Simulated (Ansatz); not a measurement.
Geometry optimisation, RKS PBE/def2-SVP (Ansatz).

input.yaml

```yaml
crystal:
  periodic: [false, false, false]
  atoms:
    - { symbol: Al, position_ang: [0.0, 0.0, 0.0] }
    - { symbol: O, position_ang: [0.0, 0.0, 2.13] }
    - { symbol: H, position_ang: [-0.9095, -0.2814, 2.4671] }
    - { symbol: O, position_ang: [1.5415, 0.0, -0.89] }
    - { symbol: H, position_ang: [1.8414, -0.9519, -1.0449] }
    - { symbol: O, position_ang: [-1.5415, 0.0, -0.89] }
    - { symbol: H, position_ang: [-2.0512, -0.8467, -0.6815] }
    - { symbol: P, position_ang: [0.1156, 2.4456, 0.8135] }
    - { symbol: H, position_ang: [0.6761, 2.4854, 2.1176] }
    - { symbol: H, position_ang: [0.927, 3.2022, -0.0729] }
    - { symbol: H, position_ang: [0.0596, 1.2596, 1.9613] }
basis:
  gaussian: { orbitals: def2-SVP }
hamiltonian:
  xc: pbe
relax:
  f_tol: 0.15
  max_steps: 25
  restrain:
    - { distance: [0, 7], at: 2.28, k: 30.0 }
    - { distance: [10, 1], at: 1.01, k: 30.0 }
    - { distance: [0, 1], at: 2.98, k: 30.0 }
    - { distance: [10, 7], at: 2.62, k: 30.0 }
```

Run as:

```bash
$ ansatz run input.yaml --threads 4 --pin off --max-ram 5120MiB --backend cpu --events-out ev --progress --plain --runs-dir out
```

Problem. Where does it end, and by what steps?

Solution. The forces met the threshold. The restraints hold the end off the free minimum; the threshold counts their pulls, which the force column leaves out. Restrained pairs: Al1–P8 (2.58 → 2.29 Å), O2–H11 (1.27 → 0.99 Å), Al1–O2 (2.13 → 2.96 Å), P8–H11 (1.65 → 2.63 Å). After 15 steps the energy has fallen by 2.401 eV (the restraints' own energy left out); H9 moved furthest, 1.23 Å.

```json
{"step": "0", "energy less start (eV)": "0.0000", "largest force component (eV/Å)": "3.475", "accepted": "yes"}
{"step": "1", "energy less start (eV)": "-0.7867", "largest force component (eV/Å)": "3.007", "accepted": "yes"}
{"step": "2", "energy less start (eV)": "-1.2158", "largest force component (eV/Å)": "2.593", "accepted": "yes"}
{"step": "3", "energy less start (eV)": "-1.6178", "largest force component (eV/Å)": "2.403", "accepted": "yes"}
{"step": "4", "energy less start (eV)": "-2.0483", "largest force component (eV/Å)": "1.134", "accepted": "yes"}
{"step": "5", "energy less start (eV)": "-2.1348", "largest force component (eV/Å)": "0.941", "accepted": "yes"}
{"step": "6", "energy less start (eV)": "-2.2238", "largest force component (eV/Å)": "0.724", "accepted": "yes"}
{"step": "7", "energy less start (eV)": "-2.2345", "largest force component (eV/Å)": "1.182", "accepted": "yes"}
{"step": "8", "energy less start (eV)": "-2.2624", "largest force component (eV/Å)": "0.785", "accepted": "yes"}
{"step": "9", "energy less start (eV)": "-2.2948", "largest force component (eV/Å)": "0.731", "accepted": "yes"}
{"step": "10", "energy less start (eV)": "-2.3231", "largest force component (eV/Å)": "0.826", "accepted": "yes"}
{"step": "11", "energy less start (eV)": "-2.3377", "largest force component (eV/Å)": "1.053", "accepted": "yes"}
{"step": "12", "energy less start (eV)": "-2.3579", "largest force component (eV/Å)": "0.823", "accepted": "yes"}
{"step": "13", "energy less start (eV)": "-2.3863", "largest force component (eV/Å)": "0.899", "accepted": "yes"}
{"step": "14", "energy less start (eV)": "-2.3704", "largest force component (eV/Å)": "1.344", "accepted": "no"}
{"step": "15", "energy less start (eV)": "-2.4011", "largest force component (eV/Å)": "0.647", "accepted": "yes"}
```

```xyz
11
Properties=species:S:1:pos:R:3
Al 0.202 0.597 -0.186
O -0.501 -0.070 2.615
H -1.137 -0.317 1.902
O 1.562 -0.043 -1.013
H 1.628 -0.931 -1.399
O -1.358 -0.187 -0.126
H -1.541 -1.031 -0.573
P 0.238 2.610 0.913
H 1.603 2.379 1.315
H 0.639 3.401 -0.227
H -0.675 0.905 2.689
```

Run time: 22 s on 4 threads of Arm Neoverse V1 (shared host), peak memory 0.15 GiB.
